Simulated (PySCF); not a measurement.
## Bonding in `CCOC(C)(C)C(=O)[S-]`

C₆H₁₁O₂S (charge -1).
Atom-mapped SMILES: `[CH3:1][CH2:2][O:3][C:4]([CH3:5])([CH3:6])[C:7](=[O:8])[S-:9]` (hydrogens: H10, H11, H12 on C1; H13, H14 on C2; H15, H16, H17 on C5; H18, H19, H20 on C6)

Cartesian coordinates in Å at the GFN2-xTB level; atoms count from 1:
```xyz
20
C6H11O2S angstrom
C      2.623   -0.111    0.142
C      1.457   -0.071   -0.851
O      0.437    0.791   -0.410
C     -0.809    0.195   -0.027
C     -0.650   -0.685    1.217
C     -1.729    1.377    0.285
C     -1.449   -0.612   -1.196
O     -0.932   -0.601   -2.307
S     -2.869   -1.426   -0.778
H      3.430   -0.724   -0.257
H      2.994    0.897    0.314
H      2.302   -0.527    1.094
H      1.078   -1.081   -1.025
H      1.815    0.317   -1.813
H     -0.250   -0.097    2.045
H     -1.624   -1.085    1.486
H      0.018   -1.521    1.016
H     -1.777    2.032   -0.581
H     -1.345    1.939    1.135
H     -2.726    1.004    0.508
```

Bond orders from the PBE0/pcSseg-1 density (PySCF). Geometry: GFN2-xTB, one conformer, isolated ion. The pcSseg-1 basis has no diffuse functions, a weakness for an anion.

Problem. Where do the orders between heavy atoms depart from those drawn in the SMILES?

Solution. The largest departure is 0.334, at C7–S9 (drawn single, 1.334). Drawn single, order above 1.12: C7–S9 (1.334). Drawn single, order below 0.88: O3–C4 (0.872) and C4–C7 (0.848). The SMILES, with its formal charges, is one Lewis structure only.

Problem. Set the Mayer orders of the bonds beside their lengths.

Solution. 
```tsv
bond	drawn as	length (Å)	Mayer order
C1–C2	single	1.532	1.043
C2–O3	single	1.407	0.921
O3–C4	single	1.433	0.872
C4–C5	single	1.532	1.004
C4–C6	single	1.530	1.019
C4–C7	single	1.558	0.848
C7–O8	double	1.226	1.812
C7–S9	single	1.689	1.334
C1–H10	single	1.089	0.967
C1–H11	single	1.088	0.967
C1–H12	single	1.088	0.963
C2–H13	single	1.093	0.935
C2–H14	single	1.098	0.966
C5–H15	single	1.091	0.953
C5–H16	single	1.087	0.938
C5–H17	single	1.089	0.960
C6–H18	single	1.088	0.967
C6–H19	single	1.089	0.964
C6–H20	single	1.087	0.947
```

By pair of heavy elements: C–C: lowest C4–C7 (0.848, 1.558 Å), highest C1–C2 (1.043, 1.532 Å). C–O: lowest O3–C4 (0.872, 1.433 Å), highest C7–O8 (1.812, 1.226 Å).

Problem. Sum the orders of all bonds at each heavy atom with more than one neighbour and set the sums beside the valence in the SMILES.

Solution. C1 3.940 (drawn 4), C2 3.865 (drawn 4), O3 1.793 (drawn 2), C4 3.743 (drawn 4), C5 3.855 (drawn 4), C6 3.897 (drawn 4), C7 3.994 (drawn 4). Orders between atoms that aren't bonded are not in these sums.

Mayer orders depend on the basis set.

The run behind these numbers computed NMR shieldings as well. Hardware: one thread of an Arm Neoverse V2, shared host with 192 logical CPUs at a one-minute load of 51. Cost: 41 s wall, 1.0 GiB resident at most.
